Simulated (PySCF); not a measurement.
PySCF input file for Mg2O, SMILES [O]([Mg])[Mg] (connectivity only; charge and spin as stated), neutral, multiplicity 1, PBE-D3(BJ)/def2-TZVP. Geometry optimised at PBE-D3(BJ)/def2-TZVP.

```python
import numpy as np
from pyscf import gto, scf, dft, df
from pyscf.hessian import thermo

mol = gto.M(
    atom='''
    Mg    0.00000000    0.00000000   -1.82099627
    O     0.00000000    0.00000000    0.00000000
    Mg    0.00000000    0.00000000    1.82099627
    ''',
    basis='def2-TZVP',
    charge=0,
    spin=0,
    max_memory=1600,
    verbose=3,
)
mf = dft.RKS(mol, xc='pbe').density_fit(auxbasis='def2-universal-jkfit')
mf.disp = 'd3bj'
mf.grids.level = 3
mf.conv_tol = 1e-11
mf.max_cycle = 100
mf.kernel()

# analytic Hessian; the response equations are solved on a coarser grid
h, args, fine = mf.Hessian(), (mf.mo_energy, mf.mo_coeff, mf.mo_occ), mf.grids
h.max_memory = max(150, 2.5e-5 * df.make_auxmol(mol, mf.with_df.auxbasis).nao * mol.nelec[0] * (mol.nelec[0] + mol.nao))  # MB; small integral blocks
h1ao = h.make_h1(mf.mo_coeff, mf.mo_occ)
mf.grids = dft.Grids(mol).set(level=1).build(with_non0tab=True)
mo1, mo_e1 = h.solve_mo1(*args, h1ao)
mf.grids = fine
hess = h.hess_elec(*args, mo1, mo_e1, h1ao) + h.hess_nuc()
if mf.do_disp():
    hess += h.get_dispersion()
for i in range(mol.natm):  # the analytic DFT Hessian lacks the response of the grid: restore translational invariance
    hess[i, i] -= hess[i].sum(axis=0)
hess = (hess + hess.transpose(1, 0, 3, 2)) / 2
vib = thermo.harmonic_analysis(mol, hess, imaginary_freq=False)
thermo.dump_normal_mode(mol, vib)
th = thermo.thermo(mf, vib['freq_au'][vib['freq_au'] > 0], 298.15, 101325)
thermo.dump_thermo(mol, th)
g0 = mf.nuc_grad_method().set(verbose=0).kernel()

# dipole derivatives [dipole axis, atom, xyz] from the same response
r, irp = mol.intor('int1e_r'), mol.intor('int1e_irp').reshape(3, 3, mol.nao, mol.nao)
sl, dm0, ok = mol.aoslice_by_atom(), np.array(mf.make_rdm1()), []
dmu = np.einsum('a,xt->xat', mol.atom_charges(), np.eye(3))
for a, (_, _, p0, p1) in enumerate(sl):
    dmu[:, a] += 2 * np.einsum('xtij,ij->xt', irp[:, :, :, p0:p1], dm0.reshape(-1, mol.nao, mol.nao).sum(0)[:, p0:p1])
    for u, c, occ, f in [(mo1, mf.mo_coeff, mf.mo_occ, 4)]:
        dmu[:, a] -= f * np.einsum('tui,xuv,vi->xt', u[a], r, c[:, occ > 0], optimize=True)
L = vib['norm_mode']
ir = 974.8801 * (np.einsum('xat,kat->kx', dmu, L) ** 2).sum(1)       # km/mol
apt = np.einsum('xax->a', dmu) / 3
print('mode   freq/cm-1   IR/(km/mol)')
for k, w in enumerate(vib['freq_wavenumber']):
    print(f'{k + 1:4d} {w:11.2f} {ir[k]:13.3f}')
print('max |gradient| / (hartree/bohr):', abs(g0).max())
print('APT charges:', apt.round(4))
```

Program output:

```
converged SCF energy = -475.110743617765

WARN: DFTD3 does not support analytical Hessian, using finite difference


WARN: Mole.unit (angstrom) is changed to Bohr

Mode                                 0                   1                   2
Irrep
Freq [cm^-1]                       77.0231             77.0231            445.1668
Reduced mass [au]                  17.4781             17.4781             24.3050
Force const [Dyne/A]                0.0611              0.0611              2.8379
Char temp [K]                     110.8190            110.8190            640.4959
Normal mode                   x     y     z       x     y     z       x     y     z
       0  Mg                 0.01 -0.07  0.00    0.07  0.01 -0.00   -0.00 -0.00 -0.14
       1   O                -0.02  0.22  0.00   -0.22 -0.02 -0.00    0.00  0.00 -0.00
       2  Mg                 0.01 -0.07 -0.00    0.07  0.01  0.00   -0.00 -0.00  0.14
Mode                                 3
Irrep
Freq [cm^-1]                      824.4269
Reduced mass [au]                  17.4781
Force const [Dyne/A]                6.9992
Char temp [K]                    1186.1668
Normal mode                   x     y     z
       0  Mg                -0.00 -0.00  0.07
       1   O                 0.00  0.00 -0.22
       2  Mg                -0.00 -0.00  0.07
temperature 298.1500 [K]
pressure 101325.00 [Pa]
Rotational constants [GHz] inf 3.13526 3.13526
Symmetry number 2
Zero-point energy (ZPE) 0.00324 [Eh]   8515.257 [J/mol]
                           tot       elec      trans        rot        vib
Entropy [J/mol/K]       263.765      0.000    160.732     65.671     37.361
Cv [J/mol/K]             45.521      0.000     12.472      8.314     24.735
Cp [J/mol/K]             53.836      0.000     20.786      8.314     24.735
Internal energy [J/mol]                      3718.434   2478.956  13500.324
Internal energy [Eh]   -475.10324  -475.11074
Enthalpy [J/mol]                             6197.391   2478.956  13500.324
Enthalpy [Eh]          -475.10230
Gibbs free energy [J/mol]                  -41724.926 -17100.954   2361.107
Gibbs free energy [Eh] -475.13225
mode   freq/cm-1   IR/(km/mol)
   1       77.02        22.386
   2       77.02        22.386
   3      445.17         0.000
   4      824.43        77.723
max |gradient| / (hartree/bohr): 2.936760489305614e-05
APT charges: [ 0.012  -0.0239  0.012 ]
```

The calculation finished and met its thresholds.
